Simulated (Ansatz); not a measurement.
Ansatz (a first-principles code) input:
A basis named .json is the Basis Set Exchange file of that set.

Ansatz 0.2 input:
```yaml
crystal:
  periodic: [false, false, false]
  atoms:
    - {symbol: C, position_ang: [-1.93318459, 0.08848461, 0.32233726]}
    - {symbol: C, position_ang: [-0.76334437, 0.37195778, -0.61313709]}
    - {symbol: C, position_ang: [0.56168897, -0.02813652, -0.08975367]}
    - {symbol: O, position_ang: [0.75289409, -0.55974104, 1.06182669]}
    - {symbol: O, position_ang: [1.59172273, 0.16339611, -0.82113617]}
    - {symbol: H, position_ang: [-1.84989120, 0.63917299, 1.26220033]}
    - {symbol: H, position_ang: [-2.04607749, -0.97877786, 0.52578920]}
    - {symbol: H, position_ang: [-2.85711729, 0.41623140, -0.14987852]}
    - {symbol: H, position_ang: [-0.87211265, -0.13255339, -1.57997949]}
    - {symbol: H, position_ang: [-0.67990801, 1.43637429, -0.86206586]}
    - {symbol: H, position_ang: [2.43006487, -0.12443926, -0.40721048]}
    - {symbol: H, position_ang: [-0.07285287, -0.67908413, 1.56894175]}
basis:
  gaussian:
    orbitals: cc-pVQZ
    fitting: {mean_field: def2-universal-jkfit, correlation: cc-pVQZ-RIFIT.json}
total_charge: 1
magnetization: {spin_polarized: false}
correlation: {method: mp2, electrons: outside_noble_gas}
```

### Question
What final total energy does it print?

### Answer
-268.32735 Eh (RI-MP2/cc-pVQZ). The basis has 485 functions.

It need not be the lowest isomer of its formula.
